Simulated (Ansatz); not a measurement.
Isolated molecules relaxed with PBE0-D4/def2-TZVP in Ansatz; ΔE leaves out vibrations. CCSD(T)/CBS is the MP2 limit (def2-TZVPP, def2-QZVPP) plus CCSD(T) − MP2 in def2-TZVPP, frozen cores. This one scheme is used for every species. Functionals use def2-TZVPP. B3LYP here is the variant with VWN-RPA as its local correlation; programs differ in this. HSE06 is defined as in plane-wave codes. One conformer a species, not always the lowest.

Consider the ligand exchange at the Si–O bond: `BO[Si](O)(O)O` + H₂S → `O[Si](O)(O)S` + `BO`.

```tsv
level	ΔE (kJ/mol)	difference from CCSD(T)/CBS
PBE-D4	25.0	-17.9
r2SCAN-D4	38.5	-4.4
B3LYP-D4	43.0	0.1
CAM-B3LYP-D4	48.0	5.1
PBE-QIDH	37.9	-5.0
B3LYP	43.6	0.7
r2SCANh	39.5	-3.4
r2SCAN0	41.3	-1.6
HSE06	31.5	-11.4
CAM-B3LYP	48.1	5.2
MP2/def2-TZVPP	41.0	-1.9
CCSD/def2-TZVPP	49.1	6.2
CCSD(T)/def2-TZVPP	45.5	2.6
MP2/def2-QZVPP	40.4	-2.5
SCS-MP2/def2-QZVPP	45.5	2.6
HF/CBS(def2)	65.4	22.5
CCSD(T)/CBS	42.9	0
```

(1) What do rigid-rotor, harmonic-oscillator terms from PBE0-D4/def2-TZVP frequencies (298.15 K, 1 bar) make of the CCSD(T)/CBS value? (Estimate.)

Largest T1 diagnostic among the species: 0.014.

Results:

(1) Computed: ΔZPE = +10.2 kJ/mol, ΔH = +50.9 kJ/mol, ΔS = 0 J/(mol·K), ΔG = +50.8 kJ/mol.

In def2-TZVPP, CCSD(T) changes the Hartree–Fock value by −17.2 kJ/mol (the triples alone add −3.7 kJ/mol) and MP2 by −21.7 kJ/mol. From r2SCAN to r2SCAN0 (25 % exact exchange), in def2-TZVPP and without D4, ΔE moves by +3.1 kJ/mol.
